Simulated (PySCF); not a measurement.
C₅H₈P₂.
Bonds: P1–P2, P2–C3, C3–C4 (double), C4–C5, C5–C6, C6–C7 (double), P2–C7. Hydrogens: H8, H9 on P1; H10 on C3; H11 on C4; H12, H13 on C5; H14 on C6; H15 on C7.

The same species was optimised twice, with GFN2-xTB and with PBE0-D3(BJ)/def2-SVP (PySCF), and the same property calculations (PySCF, gas phase) were run on both structures.

```tsv
coordinate	GFN2-xTB	PBE0-D3(BJ)/def2-SVP	change
P1–P2 (Å)	2.179	2.256	+0.077
C6=C7 (Å)	1.326	1.339	+0.013
C3=C4 (Å)	1.326	1.339	+0.013
P2–C3 (Å)	1.812	1.819	+0.007
P2–C7 (Å)	1.813	1.818	+0.005
C4–C5 (Å)	1.500	1.496	-0.004
C5–C6 (Å)	1.500	1.496	-0.004
C4–C5–C6 (°)	112.2	116.2	+4.0
P2–C7–C6 (°)	122.2	125.4	+3.2
P2–C3–C4 (°)	122.3	125.4	+3.1
C3–C4–C5 (°)	123.6	126.5	+2.9
C5–C6–C7 (°)	123.7	126.5	+2.8
C3–P2–C7 (°)	96.3	98.7	+2.4
P1–P2–C7 (°)	98.3	97.8	-0.5
P1–P2–C3 (°)	98.3	98.0	-0.3
```

Rotational constants: A = 3748, B = 1288, C = 1095 MHz (GFN2-xTB) against A = 3191, B = 1299, C = 1133 MHz (PBE0-D3(BJ)/def2-SVP).

On the GFN2-xTB structure: lowest triplet, Tamm–Dancoff (eV) 4.00 [wB97X-D/def2-SVPD]; isotropic polarisability (au) 108.8 [wB97X-D/def2-SVPD]; HOMO (eV) -7.80 [wB97X-D/def2-SVPD]; LUMO (eV) 1.37 [wB97X-D/def2-SVPD]; dipole (D) 1.04 [wB97X-D/def2-SVPD]; HOMO (eV) -6.11 [PBE0/pcSseg-1]; LUMO (eV) -0.31 [PBE0/pcSseg-1]; dipole (D) 0.95 [PBE0/pcSseg-1]; GIAO shielding of P1 (ppm) 534.6 [PBE0/pcSseg-1]; GIAO shielding of P2 (ppm) 422.5 [PBE0/pcSseg-1]; GIAO shielding of C3/C7 (mean) (ppm) 51.5 [PBE0/pcSseg-1]; GIAO shielding of C4/C6 (mean) (ppm) 50.9 [PBE0/pcSseg-1]; GIAO shielding of C5 (ppm) 154.2 [PBE0/pcSseg-1].

Task: What do these properties become on the PBE0-D3(BJ)/def2-SVP structure?

Result: 
```
                                    property              level  on GFN2-xTB  on PBE0-D3(BJ)/def2-SVP  change
           lowest triplet, Tamm–Dancoff (eV)  wB97X-D/def2-SVPD         4.00                     3.70   -0.30
               isotropic polarisability (au)  wB97X-D/def2-SVPD        108.8                    113.1    +4.3
                                   HOMO (eV)  wB97X-D/def2-SVPD        -7.80                    -7.72   +0.08
                                   LUMO (eV)  wB97X-D/def2-SVPD         1.37                     1.11   -0.26
                                  dipole (D)  wB97X-D/def2-SVPD         1.04                     1.52   +0.48
energy, GFN2-xTB geometry as zero (kcal/mol)  wB97X-D/def2-SVPD          0.0                     -3.5    -3.5
                                   HOMO (eV)      PBE0/pcSseg-1        -6.11                    -6.04   +0.07
                                   LUMO (eV)      PBE0/pcSseg-1        -0.31                    -0.61   -0.30
                                  dipole (D)      PBE0/pcSseg-1         0.95                     1.43   +0.48
energy, GFN2-xTB geometry as zero (kcal/mol)      PBE0/pcSseg-1          0.0                     -3.2    -3.2
                  GIAO shielding of P1 (ppm)      PBE0/pcSseg-1        534.6                    492.1   -42.5
                  GIAO shielding of P2 (ppm)      PBE0/pcSseg-1        422.5                    411.0   -11.5
        GIAO shielding of C3/C7 (mean) (ppm)      PBE0/pcSseg-1         51.5                     53.9    +2.4
        GIAO shielding of C4/C6 (mean) (ppm)      PBE0/pcSseg-1         50.9                     43.6    -7.3
                  GIAO shielding of C5 (ppm)      PBE0/pcSseg-1        154.2                    152.1    -2.1
```

The heavy atoms differ by 0.239 Å rms after alignment. Among bonds between heavy atoms P1–P2 changes most (+0.077 Å). Changes are differences of the printed values. Neither structure is proved a minimum here.

Conformer computed: `[PH2:1][P:2]1[CH:3]=[CH:4][CH2:5][CH:6]=[CH:7]1`: H–P1–P2–C3 85°, H–P1–P2–C3 177°.

The pairwise dispersion term of wB97X-D wasn't added to the energies; at a given geometry it leaves orbitals and properties as they are.
